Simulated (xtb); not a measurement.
methyl chloride (CH3Cl), singlet, from a rough starting geometry; GFN2-xTB (xtb).

Here is a job for xtb.
```
$ xtb mol.xyz --gfn 2 --opt vtight --json

# file mol.xyz
5

C     -0.01800206     0.01105269    -0.13583575
Cl     0.00550637    -0.08140333     1.67845678
H     -0.03787690     1.02949362    -0.49740317
H      0.94324654    -0.44765568    -0.52385282
H     -0.90735639    -0.48799058    -0.53083282
```

Q: Predict the main parts of the log of this xtb run.

A: 
```
   ID    Z sym.   atoms
    1    6 C      1
    2   17 Cl     2
    3    1 H      3-5

           -------------------------------------------------
          |                Calculation Setup                |
           -------------------------------------------------

           -------------------------------------------------
          |                 G F N 2 - x T B                 |
           -------------------------------------------------

          ...................................................
          :                      SETUP                      :
          :.................................................:
          :  # basis functions                  17          :
          :  # atomic orbitals                  16          :
          :  # shells                            8          :
          :  # electrons                        14          :
          :  max. iterations                   250          :
          :  Hamiltonian                  GFN2-xTB          :
          :  restarted?                      false          :
          :  GBSA solvation                  false          :
          :  PC potential                    false          :
          :  electronic temp.          300.0000000     K    :
          :  accuracy                    1.0000000          :
          :  -> integral cutoff          0.2500000E+02      :
          :  -> integral neglect         0.1000000E-07      :
          :  -> SCF convergence          0.1000000E-05 Eh   :
          :  -> wf. convergence          0.1000000E-03 e    :
          :  Broyden damping             0.4000000          :
          :  net charge                          0          :
          :  unpaired electrons                  0          :
          ...................................................

 iter      E             dE          RMSdq      gap      omega  full diag
   1     -8.2348408 -0.823484E+01  0.483E+00    7.17       0.0  T
   2     -8.2557240 -0.208831E-01  0.285E+00    6.53       1.0  T
   3     -8.2564068 -0.682862E-03  0.132E+00    6.67       1.0  T
   4     -8.2566188 -0.211999E-03  0.103E-01    6.61       1.0  T
   5     -8.2566181  0.697812E-06  0.328E-02    6.61       1.4  T
   6     -8.2566199 -0.176604E-05  0.146E-02    6.60       3.1  T
   7     -8.2566202 -0.325629E-06  0.771E-03    6.60       5.8  T
   8     -8.2566204 -0.145209E-06  0.312E-03    6.60      14.3  T
   9     -8.2566204 -0.226190E-07  0.847E-04    6.60      52.8  T
[...]
         :: total energy              -8.207109699125 Eh    ::
 * total energy  :    -8.2071097 Eh     change       -0.1231495E-09 Eh
 * total energy  :    -8.2102032 Eh     change       -0.3093496E-02 Eh
 * total energy  :    -8.2103408 Eh     change       -0.1376162E-03 Eh
 * total energy  :    -8.2103502 Eh     change       -0.9413133E-05 Eh
 * total energy  :    -8.2103525 Eh     change       -0.2268285E-05 Eh
 * total energy  :    -8.2103527 Eh     change       -0.2277028E-06 Eh
 * total energy  :    -8.2103528 Eh     change       -0.3111907E-07 Eh
   *** GEOMETRY OPTIMIZATION CONVERGED AFTER 7 ITERATIONS ***
         :: total energy              -8.210352751616 Eh    ::
[...]
        15                          0.2023108               5.5052
        16                          0.2023463               5.5061
      -------------------------------------------------------------
                  HL-Gap            0.2580418 Eh            7.0217 eV
             Fermi-level           -0.2860601 Eh           -7.7841 eV

     #   Z          covCN         q      C6AA      α(0)
     1   6 C        3.663    -0.021    21.233     6.610
     2  17 Cl       0.888    -0.201   105.452    15.710
     3   1 H        0.925     0.074     2.041     2.234
     4   1 H        0.925     0.074     2.041     2.234
     5   1 H        0.925     0.074     2.041     2.234

 Mol. C6AA /au·bohr⁶  :        366.655858
 Mol. C8AA /au·bohr⁸  :      11224.281358
 Mol. α(0) /au        :         29.021520

Wiberg/Mayer (AO) data.
largest (>0.10) Wiberg bond orders for each atom

 ---------------------------------------------------------------------------
     #   Z sym  total        # sym  WBO       # sym  WBO       # sym  WBO
 ---------------------------------------------------------------------------
     1   6 C    3.936 --     5 H    0.988     3 H    0.988     4 H    0.988
                             2 Cl   0.971
     2  17 Cl   0.990 --     1 C    0.971
     3   1 H    0.995 --     1 C    0.988
     4   1 H    0.995 --     1 C    0.988
     5   1 H    0.995 --     1 C    0.988
 ---------------------------------------------------------------------------

Topologies differ in total number of bonds
Writing topology from bond orders to xtbtopo.mol

molecular dipole:
                 x           y           z       tot (Debye)
 q only:       -0.001       0.034      -0.817
   full:       -0.001       0.034      -0.803       2.042
molecular quadrupole (traceless):
                xx          xy          yy          xz          yz          zz
 q only:        1.061      -0.000       1.057       0.002       0.122      -2.118
  q+dip:        1.638       0.000       1.630      -0.000       0.195      -3.268
   full:        1.090      -0.000       1.085       0.002       0.126      -2.175

optimized geometry written to: xtbopt.xyz

           -------------------------------------------------
          | TOTAL ENERGY               -8.210352751616 Eh   |
          | GRADIENT NORM               0.000047396473 Eh/α |
          | HOMO-LUMO GAP               7.021676109858 eV   |
           -------------------------------------------------

normal termination of xtb
```
